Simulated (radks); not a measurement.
Ionisation ladder of cadmium, from Cd22+ to Cd43+. Each ion is in the ground configuration listed by NIST, and IE = E(next ion) - E(this ion). Method: non-relativistic Kohn-Sham, PBE, spin-polarised, spherical densities, point nucleus; open shells are filled with parallel spins first (spin-orbit coupling, left out, can overturn this in heavy ions); relativity is left out, which matters for an element this heavy; computed with a radial shooting solver on a logarithmic mesh with Libxc functionals.

| species | configuration | E (hartree) | IE, Delta-SCF (eV) | IE, NIST (eV) | kind | error (eV) |
|---|---|---|---|---|---|---|
| Cd22+ | [Ar] 3d8 | -5226.63898 | 1101.3 | 1095 | theory | +6.3 |
| Cd23+ | [Ar] 3d7 | -5186.16698 | 1169.5 | 1167 | theory | +2.5 |
| Cd24+ | [Ar] 3d6 | -5143.18916 | 1238.7 | 1237 | theory | +1.7 |
| Cd25+ | [Ar] 3d5 | -5097.66736 | 1330.0 | 1320 | theory | +10.0 |
| Cd26+ | [Ar] 3d4 | -5048.79053 | 1403.9 | 1401 | theory | +2.9 |
| Cd27+ | [Ar] 3d3 | -4997.19840 | 1479.0 | 1477 | theory | +2.0 |
| Cd28+ | [Ar] 3d2 | -4942.84745 | 1555.1 | 1558 | theory | -2.9 |
| Cd29+ | [Ar] 3d1 | -4885.69802 | 1632.2 | 1635 | theory | -2.8 |
| Cd30+ | [Ar] | -4825.71579 | 1847.7 | 1852 | semi-emp. | -4.3 |
| Cd31+ | [Ne] 3s2 3p5 | -4757.81485 | 1915.8 | 1918 | semi-emp. | -2.1 |
| Cd32+ | [Ne] 3s2 3p4 | -4687.41069 | 1983.1 | 1998 | semi-emp. | -14.9 |
| Cd33+ | [Ne] 3s2 3p3 | -4614.53234 | 2072.9 | 2091 | semi-emp. | -18.1 |
| Cd34+ | [Ne] 3s2 3p2 | -4538.35353 | 2143.6 | 2195 | semi-emp. | -51.4 |
| Cd35+ | [Ne] 3s2 3p1 | -4459.57706 | 2213.4 | 2250 | semi-emp. | -36.6 |
| Cd36+ | [Ne] 3s2 | -4378.23568 | 2357.3 | 2427 | semi-emp. | -69.7 |
| Cd37+ | [Ne] 3s1 | -4291.60730 | 2432.2 | 2498.6 | semi-emp. | -66.4 |
| Cd38+ | [Ne] | -4202.22536 | 5817.8 | 5839 | semi-emp. | -21.2 |
| Cd39+ | [He] 2s2 2p5 | -3988.42650 | 6010.8 | 6039 | semi-emp. | -28.2 |
| Cd40+ | [He] 2s2 2p4 | -3767.53363 | 6201.2 | 6257 | semi-emp. | -55.8 |
| Cd41+ | [He] 2s2 2p3 | -3539.64491 | 6461.5 | 6460 | semi-emp. | +1.5 |
| Cd42+ | [He] 2s2 2p2 | -3302.18935 | 6663.1 | 6869 | semi-emp. | -205.9 |
| Cd43+ | [He] 2s2 2p1 | -3057.32650 | 6861.6 | 7109 | semi-emp. | -247.4 |

Reference values: NIST Atomic Spectra Database (exp. = measured, semi-emp. = semi-empirical, theory = theoretical value adopted there). The ionisation energy per charge of the ion left behind rises most, in proportion, at Cd38+ ([Ne]), from 64.005 to 149.17 eV. Against the entries that are not theoretical the mean signed error is -1.4 % and the largest -3.5 %. Relativity is left out here, which matters for elements this heavy. Open shells are spherical and high-spin; term and fine-structure splittings are not resolved.
